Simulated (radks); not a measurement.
Valence configurations of the nickel ion Ni2+ (all share [Ar]). Calculated with a radial shooting solver on a logarithmic mesh with Libxc functionals: non-relativistic Kohn-Sham, PBE, spin-unpolarised, spherical densities, point nucleus. Energies are relative to 3d8; eigenvalues in eV.

valence,E (eV),e(3d),e(4p),e(4s)
3d8,0.000,-28.561,-,-
3d7.5 4s0.5,4.149,-31.838,-,-22.444
3d7.5 4p0.5,7.456,-32.528,-16.226,-
3d7 4s1,9.430,-35.355,-,-23.592
3d7 4p1,16.341,-36.700,-17.429,-
3d6.5 4s0.5 4p1,23.134,-40.408,-18.286,-25.519
3d6 4s2,23.792,-43.024,-,-25.931
3d6.5 4p1.5,26.761,-41.053,-18.612,-
3d5.5 4s2 4p0.5,36.936,-47.781,-19.694,-27.447
3d6 4p2,38.814,-45.566,-19.758,-

NIST lists [Ar] 3d8 as the ground configuration; this level of theory agrees among the configurations tried. The energies are those of spherical spin-averaged densities, not of single terms.
